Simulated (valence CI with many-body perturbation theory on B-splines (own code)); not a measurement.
**E1 transitions of Pr²⁵⁺**

Calculated by relativistic CI+MBPT: six valence electrons over a frozen Dirac-Fock core [Ar] 3d10, radial functions for each j: 9 s, 9 p, 8 d, 6 f, 3 g, 1 h, with the one-electron correlation potential Σ1, the two-electron term Σ2, the three-electron term Σ3, Breit, model QED; selected CI, second order for the rest, scaled by the run's own slope (own B-spline code, finite nucleus).

No measured spectrum was set against this ion. As an estimate, levels hold to about 250 cm⁻¹ or 0.2 % of their energy and the worst to 1 %, as in measured heavy ions of charge 2 to 7; those with d or f electrons hold less well. Among the levels kept, up to 700 cm⁻¹ of a level comes from second order outside the variational space, and about a tenth of that is noise between levels of different J, which matters for small intervals.

Lines 51 to 90 of 90 in falling wavelength, among levels below 1223200 cm⁻¹, chosen from the strongest by gf and those to the six lowest levels. Wavelengths and rates use the calculated energies, so an error of 2000 cm⁻¹ moves a line at 109.3 Å by 0.22 % and its rate by three times that or more. Electric multipoles are in the length gauge, E1 and E2 with the static RPA response of the core. Weak lines are less certain than strong ones. Lines between different terms over intervals too small for the method are left out, as are lines whose strength nearly cancels. Where a level lies close to another of its J and parity, the split of strength between their lines is uncertain. The highest levels of a list are the least certain.

Levels are named by their leading jj configuration (3d3/2^4 stands for four electrons in 3d with j = 3/2), which in mixed levels can hold well under half, so a name can repeat and another be missing. Letters in brackets count levels of one name in rising energy.

```
λ vac (Å)                               Upper                       Lower   A (s⁻¹)  log gf  Branch %
    109.3  (4s^2 4p1/2 4p3/2^2 4d5/2) J=3 [b]    (4s^2 4p1/2 4p3/2^3) J=2  1.84e+09   -1.64      58.8
    109.3      (4s^2 4p1/2^2 4p3/2 4d5/2) J=1  (4s^2 4p1/2^2 4p3/2^2) J=0  4.15e+10   -0.65      73.4
    109.1      (4s^2 4p1/2 4p3/2^2 4d5/2) J=0    (4s^2 4p1/2 4p3/2^3) J=1  1.01e+11   -0.74     100.0
    109.0  (4s^2 4p1/2 4p3/2^2 4d3/2) J=1 [b]    (4s^2 4p1/2 4p3/2^3) J=2  5.99e+08   -2.50       0.1
    108.9  (4s^2 4p1/2 4p3/2^2 4d3/2) J=2 [c]    (4s^2 4p1/2 4p3/2^3) J=1  3.04e+10   -0.57       7.2
    108.3  (4s^2 4p1/2 4p3/2^2 4d5/2) J=2 [a]    (4s^2 4p1/2 4p3/2^3) J=1  2.22e+09   -1.71       2.2
    107.9      (4s^2 4p1/2^2 4p3/2 4d5/2) J=3  (4s^2 4p1/2^2 4p3/2^2) J=2  9.04e+10    0.04     100.0
    107.5  (4s^2 4p1/2 4p3/2^2 4d5/2) J=2 [b]    (4s^2 4p1/2 4p3/2^3) J=2  7.54e+10   -0.18      33.7
    105.9  (4s^2 4p1/2 4p3/2^2 4d3/2) J=1 [b]    (4s^2 4p1/2 4p3/2^3) J=1  7.01e+10   -0.45      14.1
    105.9  (4s^2 4p1/2 4p3/2^2 4d3/2) J=1 [c]    (4s^2 4p1/2 4p3/2^3) J=2  2.06e+11    0.02      42.0
    105.5              (4s 4p1/2 4p3/2^4) J=1  (4s^2 4p1/2^2 4p3/2^2) J=2  5.01e+09   -1.60       9.1
    105.4  (4s^2 4p1/2 4p3/2^2 4d5/2) J=3 [c]    (4s^2 4p1/2 4p3/2^3) J=2  1.12e+11    0.12      47.0
    104.5  (4s^2 4p1/2 4p3/2^2 4d5/2) J=2 [b]    (4s^2 4p1/2 4p3/2^3) J=1  4.17e+10   -0.47      18.6
    103.9      (4s^2 4p1/2^2 4p3/2 4d5/2) J=1  (4s^2 4p1/2^2 4p3/2^2) J=2  1.30e+08   -3.20       0.2
    103.8  (4s^2 4p1/2 4p3/2^2 4d3/2) J=1 [a]  (4s^2 4p1/2^2 4p3/2^2) J=0  1.91e+10   -1.03      36.2
    103.0  (4s^2 4p1/2 4p3/2^2 4d3/2) J=1 [c]    (4s^2 4p1/2 4p3/2^3) J=1  6.32e+09   -1.52       1.3
    102.5  (4s^2 4p1/2 4p3/2^2 4d3/2) J=1 [d]    (4s^2 4p1/2 4p3/2^3) J=2  1.32e+11   -0.20      23.5
    101.2  (4s^2 4p1/2 4p3/2^2 4d5/2) J=2 [c]    (4s^2 4p1/2 4p3/2^3) J=2  1.78e+11    0.14      32.5
    100.3  (4s^2 4p1/2 4p3/2^2 4d3/2) J=2 [a]  (4s^2 4p1/2^2 4p3/2^2) J=2  4.51e+09   -1.47      93.5
    99.80  (4s^2 4p1/2 4p3/2^2 4d3/2) J=1 [d]    (4s^2 4p1/2 4p3/2^3) J=1  8.42e+10   -0.42      14.9
    98.88  (4s^2 4p1/2 4p3/2^2 4d3/2) J=1 [a]  (4s^2 4p1/2^2 4p3/2^2) J=2  1.50e+10   -1.18      28.4
    98.64  (4s^2 4p1/2 4p3/2^2 4d3/2) J=3 [a]  (4s^2 4p1/2^2 4p3/2^2) J=2  4.60e+09   -1.33     100.0
    98.61  (4s^2 4p1/2 4p3/2^2 4d5/2) J=2 [c]    (4s^2 4p1/2 4p3/2^3) J=1  3.24e+11    0.37      58.9
    96.25  (4s^2 4p1/2 4p3/2^2 4d5/2) J=3 [a]  (4s^2 4p1/2^2 4p3/2^2) J=2  4.32e+09   -1.38      96.4
    94.75      (4s^2 4p1/2 4p3/2^2 4d5/2) J=1  (4s^2 4p1/2^2 4p3/2^2) J=0  8.61e+06   -4.46       0.0
    93.46  (4s^2 4p1/2 4p3/2^2 4d3/2) J=2 [b]  (4s^2 4p1/2^2 4p3/2^2) J=2  2.89e+10   -0.72      95.9
    90.73  (4s^2 4p1/2 4p3/2^2 4d3/2) J=1 [b]  (4s^2 4p1/2^2 4p3/2^2) J=0  1.13e+11   -0.38      22.8
    90.68      (4s^2 4p1/2 4p3/2^2 4d5/2) J=1  (4s^2 4p1/2^2 4p3/2^2) J=2  2.38e+11   -0.05      83.0
    89.02  (4s^2 4p1/2 4p3/2^2 4d3/2) J=2 [c]  (4s^2 4p1/2^2 4p3/2^2) J=2  3.92e+11    0.37      92.7
    88.60  (4s^2 4p1/2 4p3/2^2 4d3/2) J=1 [c]  (4s^2 4p1/2^2 4p3/2^2) J=0  2.16e+11   -0.12      44.1
    88.55  (4s^2 4p1/2 4p3/2^2 4d5/2) J=2 [a]  (4s^2 4p1/2^2 4p3/2^2) J=2  9.94e+10   -0.23      97.0
    87.85  (4s^2 4p1/2 4p3/2^2 4d3/2) J=3 [b]  (4s^2 4p1/2^2 4p3/2^2) J=2  6.00e+11    0.69      97.7
    87.21  (4s^2 4p1/2 4p3/2^2 4d5/2) J=3 [b]  (4s^2 4p1/2^2 4p3/2^2) J=2  1.29e+09   -1.99      41.2
    86.98  (4s^2 4p1/2 4p3/2^2 4d3/2) J=1 [b]  (4s^2 4p1/2^2 4p3/2^2) J=2  3.12e+11    0.03      62.9
    86.21  (4s^2 4p1/2 4p3/2^2 4d3/2) J=1 [d]  (4s^2 4p1/2^2 4p3/2^2) J=0  3.45e+11    0.06      61.2
    86.06  (4s^2 4p1/2 4p3/2^2 4d5/2) J=2 [b]  (4s^2 4p1/2^2 4p3/2^2) J=2  1.07e+11   -0.23      47.7
    85.02  (4s^2 4p1/2 4p3/2^2 4d3/2) J=1 [c]  (4s^2 4p1/2^2 4p3/2^2) J=2  6.06e+10   -0.71      12.3
    84.66  (4s^2 4p1/2 4p3/2^2 4d5/2) J=3 [c]  (4s^2 4p1/2^2 4p3/2^2) J=2  1.27e+11   -0.02      53.0
    82.82  (4s^2 4p1/2 4p3/2^2 4d3/2) J=1 [d]  (4s^2 4p1/2^2 4p3/2^2) J=2  4.01e+08   -2.91       0.1
    82.00  (4s^2 4p1/2 4p3/2^2 4d5/2) J=2 [c]  (4s^2 4p1/2^2 4p3/2^2) J=2  4.73e+10   -0.62       8.6
```

Q: How does gf follow from A for the line at 104.5 Å?

A: gf = 1.4992 × (2J+1)_upper × A / σ², with σ = 956517 cm⁻¹ and 2J+1 = 5: gf = 0.341.
